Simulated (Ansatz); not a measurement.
Geometry optimisation, RKS PBE0/def2-SVP (Ansatz).

input.yaml

```yaml
crystal:
  periodic: [false, false, false]
  atoms:
    - { symbol: Ti, position_ang: [-0.440478, 0.0, -0.496125] }
    - { symbol: F, position_ang: [0.049463, 0.0, 2.494156] }
    - { symbol: Cl, position_ang: [1.702071, 0.0, -0.149112] }
    - { symbol: Cl, position_ang: [-1.077184, 1.78658, -1.509455] }
    - { symbol: Cl, position_ang: [-1.077184, -1.78658, -1.509455] }
    - { symbol: H, position_ang: [-1.577916, 0.0, 0.755593] }
    - { symbol: H, position_ang: [-0.873972, 0.0, 2.475597] }
basis:
  gaussian: { orbitals: def2-SVP }
hamiltonian:
  xc: pbe0
relax:
  f_tol: 0.03
  max_steps: 50
```

Launched with:

```bash
$ ansatz run input.yaml --threads 2 --pin off --max-ram 3072MiB --backend cpu --events-out ev --progress --plain --runs-dir out
```

Where does it end, and by what steps?

The forces met the threshold. After 26 steps the energy has fallen by 2.009 eV; H7 moved furthest, 1.63 Å. Parted: Ti1–H6 (1.69 → 3.63 Å), F2–H7 (0.92 → 2.86 Å). Joined: Ti1–F2 (3.03 → 1.72 Å), H6–H7 (1.86 → 0.76 Å).

| step | energy less start (eV) | largest force component (eV/Å) | accepted |
| --- | --- | --- | --- |
| 0 | 0.0000 | 0.179 | yes |
| 1 | -0.0049 | 0.273 | yes |
| 2 | -0.0090 | 0.153 | yes |
| 3 | -0.0132 | 0.082 | yes |
| 4 | -0.0378 | 0.651 | yes |
| 5 | -0.0878 | 1.078 | yes |
| 6 | -0.1154 | 0.212 | yes |
| 7 | -0.1192 | 0.215 | yes |
| 8 | -0.1215 | 0.162 | yes |
| 9 | -0.1270 | 0.125 | yes |
| 10 | -0.1284 | 0.039 | yes |
| 11 | -0.1293 | 0.049 | yes |
| 12 | -0.1326 | 0.208 | yes |
| 13 | -0.1420 | 0.284 | yes |
| 14 | -0.2304 | 0.904 | yes |
| 15 | -0.6706 | 2.168 | yes |
| 16 | -1.2650 | 1.029 | yes |
| 17 | -1.5758 | 2.923 | yes |
| 18 | -1.8424 | 0.736 | yes |
| 19 | -1.9358 | 0.231 | yes |
| 20 | -1.9816 | 0.172 | yes |
| 21 | -1.9720 | 1.262 | no |
| 22 | -1.9962 | 0.055 | yes |
| 23 | -2.0036 | 0.032 | yes |
| 24 | -2.0083 | 0.036 | yes |
| 25 | -2.0086 | 0.047 | yes |
| 26 | -2.0088 | 0.022 | yes |

```xyz
7
Properties=species:S:1:pos:R:3
Ti 0.400 0.000 -0.168
F 0.410 0.000 1.550
Cl 2.438 0.000 -0.878
Cl -0.614 1.770 -0.881
Cl -0.614 -1.770 -0.881
H -2.889 0.000 1.359
H -2.426 0.000 1.962
```

Whether the end is a true minimum wasn't checked by a vibrational analysis.

Run time: 2.3 min on 2 threads of Arm Neoverse V1 (shared host), peak memory 0.28 GiB.
